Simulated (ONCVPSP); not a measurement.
What one change does to a pseudopotential (Sn, ONCV)

- Element: Sn
- Generator: ONCVPSP 4.0.1
- Type: optimised norm-conserving Vanderbilt (ONCV)
- Functional: revPBE
- Relativity: scalar-relativistic
- Frozen core: [Kr] 4d10
- Valence charge: 4
- Reference configuration: 5s2 5p1 (charge +1)
- Partial waves: 5s: rc 2.05 bohr, ncon 4, nbas 7, qcut 3.2 1/bohr, local; 5p: rc 2.20 bohr, ncon 4, nbas 7, qcut 3.6 1/bohr, 3 projectors, debl 0.7 Ha; d scattering state at 0.14 Ha: rc 2.10 bohr, ncon 3, nbas 7, qcut 5.4 1/bohr, 2 projectors, debl 0.9 Ha
- Local potential: the s channel
- Core correction: polynomial model core, fcfact 0.25

Change: all radii but the core radius scaled by about 1.23 (s 2.52, p 2.70, d 2.58 bohr).

Cutoffs: the cutoffs (Ha) at which the residual kinetic energy of the hardest occupied pseudo-wave falls to 1 and 0.1 mHa per electron; they do not see the model core or the augmentation charge, which bear on the density cutoff. Errors are all-electron minus pseudo energies relative to the spin-unpolarised reference configuration.

Q: What does the change do?

A: The potential gets softer (10 Ha and 25 Ha → 5.3 Ha and 16 Ha); the bound ghosts move from d, p to d; of the 4 tests that both files solve, the error grows in 1 and shrinks in 0 by more than 15 % and 0.3 meV (median size 18.7 → 20.4 meV). A larger radius leaves more room for a smooth pseudo-wave, so fewer plane waves are needed.

| quantity | base | changed |
| --- | --- | --- |
| cutoff, loose | 10 Ha | 5.3 Ha |
| cutoff, tight | 25 Ha | 16 Ha |
| loose cutoff by channel | s 10 Ha, p 5.5 Ha | s 5.3 Ha, p 4.7 Ha |
| bound ghosts | p, d | d |
| GHOST(+) flags under 300 eV | none | none |
| error for 5s2 5p2, meV [ΔE -6.81 eV] | -6.6 | -5.9 |
| error for 5s2 5p0, meV [ΔE 13.85 eV] | -31 | -29 |
| error for 5s1 5p0, meV [ΔE 44.65 eV] | -257 | -270 |
| error for 5s1 5p3, meV [ΔE 0.15 eV] | -5.9 | -12 |
| rms error of d²Exc/dni dnj with the model core, mHa | 0.46 | 0.71 |

 A true bound ghost makes a file unfit for plane-wave use even where its test errors are small: the radial tests pick states by their node count and pass the ghost by.
